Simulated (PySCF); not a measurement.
sulfur tetrafluoride cation (F₄S), SMILES FS(F)(F)F (connectivity only; charge and spin as stated), charge +1, multiplicity 2. Atoms are numbered in the order given.

```xyz
5

F      1.2139     0.0000     0.7322
S      0.0000     0.0000    -0.2387
F      0.0000    -1.5949    -0.5200
F      0.0000     1.5949    -0.5200
F     -1.2139     0.0000     0.7322
```
Charge +1, spin multiplicity 2.

The structure is a stationary point at PBE-D3(BJ)/def2-SVP. The multiplicity is an assumed one; other spin states were not compared.

The numbers are results of PBE-D3(BJ)/def2-SVP (PySCF), not measurements.

Frequencies are harmonic and unscaled.

```csv
mode,ν (cm⁻¹),IR (km/mol),moving atoms (share of kinetic energy)
1,229,0.4,F 99 %
2,272,11.4,"F 76 %, S 24 %"
3,354,0.0,F 100 %
4,439,9.7,F 92 %
5,439,25.4,"F 71 %, S 29 %"
6,621,7.4,F 99 %
7,786,200.5,"S 61 %, F 39 %"
8,899,95.8,"F 61 %, S 39 %"
9,947,147.0,"F 56 %, S 44 %"
```
